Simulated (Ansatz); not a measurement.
Consider the ligand exchange at the Si–C bond: `N[SiH](F)CCl` + `N[SiH](O)F` → `N[Si@@H](F)O[Si@@H](N)F` + `CCl`.

Computed with Ansatz on PBE0-D4/def2-TZVP structures; ΔE is electronic, products minus reactants. CCSD(T)/CBS adds triple-zeta CCSD(T) − MP2 to the extrapolated MP2 energy (def2 sets, frozen cores). This one scheme is used for every species. Functionals use def2-TZVPP. Each species was taken in one conformer, which may not be the lowest.

`N[SiH](F)CCl`:

Cartesian coordinates in Å:
```
N 0.779 0.749 1.215
Si -0.480 -0.137 0.520
F -1.908 0.595 0.598
C -0.194 -0.357 -1.317
Cl 1.239 -1.380 -1.607
H 1.217 1.541 0.777
H 1.040 0.650 2.181
H -0.615 -1.416 1.246
H -1.048 -0.842 -1.792
H -0.031 0.597 -1.822
```

`N[SiH](O)F`:

```xyz
8

N    -0.858   -0.593   -0.565
Si    0.583    0.103    0.005
O     0.265    1.333    1.024
F     1.348   -1.101    0.720
H    -0.882   -1.558   -0.852
H    -1.558   -0.045   -1.036
H     1.515    0.675   -0.983
H    -0.413    1.185    1.686
```

`N[Si@@H](F)O[Si@@H](N)F`:

```xyz
13

N     1.172   -0.820   -2.225
Si    0.763    0.559   -1.338
F    -0.232    1.551   -2.099
O    -0.009    0.057   -0.003
Si   -0.935    0.427    1.276
N    -0.874   -0.890    2.332
F    -0.350    1.782    1.890
H     0.553   -1.612   -2.275
H     1.786   -0.768   -3.020
H     1.969    1.354   -1.046
H    -2.331    0.727    0.915
H    -0.025   -1.415    2.466
H    -1.486   -0.952    3.128
```

`CCl`:

Cartesian coordinates in Å:
```
C -0.042 -0.081 -0.114
Cl 0.467 0.899 1.273
H -0.652 -0.905 0.247
H 0.845 -0.460 -0.616
H -0.618 0.546 -0.790
```

CCSD(T)/CBS gives -1.41 eV.

(1) Another level gave -1.45 eV. Which?
A. ωB97M-V/def2-TZVPP
B. PBE-D4/def2-TZVPP
C. HF/def2-TZVPP
D. B2PLYP/def2-TZVPP

Largest T1 diagnostic among the species: 0.011.

Results:

(1) D. B2PLYP -1.45, PBE-D4 -1.26, ωB97M-V -1.39, HF/def2-TZVPP -1.66 eV.

In def2-TZVPP, CCSD(T) changes the Hartree–Fock value by +0.24 eV (the triples alone add +0.04 eV) and MP2 by +0.24 eV. From PBE to PBE0 (25 % exact exchange), in def2-TZVPP and without D4, ΔE moves by −0.08 eV.
